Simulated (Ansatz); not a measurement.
A nudged elastic band was laid between two geometries of AlH$_{4}$NO$_{2}$ (8 atoms, charge 0, multiplicity 1).

All numbers below come from RKS PBE-D4/def2-SVPD in Ansatz 0.2.0.

- movable images: 7
- climbing image: yes
- spring: 5.0 eV/Å²
- optimiser: quadratic models (default)
- start path: through a guess of the saddle point
- force threshold: 0.05 eV/Å
- iteration limit: 60
- end points: relaxed

Image 0:

```xyz
8
Properties=species:S:1:pos:R:3
N -0.467 1.233 0.210
Al 0.167 -0.411 -0.078
O 1.768 -0.717 -0.643
O -0.765 -1.839 0.183
H 0.058 2.094 0.065
H -1.406 1.446 0.544
H 2.416 -0.026 -0.834
H -1.679 -1.838 0.498
```

Image 8:

```xyz
8
Properties=species:S:1:pos:R:3
N -0.586 1.327 0.255
Al 0.200 -0.234 -0.085
O 1.833 -0.180 -0.640
O -0.565 -1.773 0.103
H -1.543 1.456 0.575
H -0.118 2.226 0.146
H 2.338 -0.981 -0.839
H -1.467 -1.899 0.430
```

(1) Which bonds break or form, and what moves?

(2) Give the energies along the band, and the barrier.

(3) What is the geometry of the highest image?

Results:

(1) No bond is made or broken.

(2) It converged. The highest image is number 3 of 0 to 8, 0.239 eV above the first end and 0.298 eV above the last; the last end lies 0.059 eV below the first. The profile has 2 maxima (images 3, 7) with wells between them (image 6): this band takes more than one step, which may be the mechanism or a detour left from its start path. A vibrational analysis at the climbing image gives one clearly imaginary mode, 313i cm⁻¹: a first-order saddle point.

| image | path coordinate (Å) | energy (eV) |
| --- | --- | --- |
| 0 | 0.00 | 0.000 |
| 1 | 0.60 | 0.044 |
| 2 | 1.19 | 0.167 |
| 3 | 1.79 | 0.239 |
| 4 | 2.46 | 0.151 |
| 5 | 3.13 | 0.023 |
| 6 | 3.80 | 0.013 |
| 7 | 4.47 | 0.044 |
| 8 | 5.14 | -0.059 |

(3) 
```xyz
8
Properties=species:S:1:pos:R:3
N -0.494 1.235 0.223
Al 0.175 -0.408 -0.081
O 1.823 -0.730 -0.488
O -0.748 -1.867 -0.003
H -0.898 1.845 -0.487
H -0.527 1.697 1.131
H 2.452 0.002 -0.565
H -1.690 -1.831 0.216
```

Run time: 4.6 min on 2 threads of Arm Neoverse V1, with other jobs on the host, peak memory 0.14 GiB.
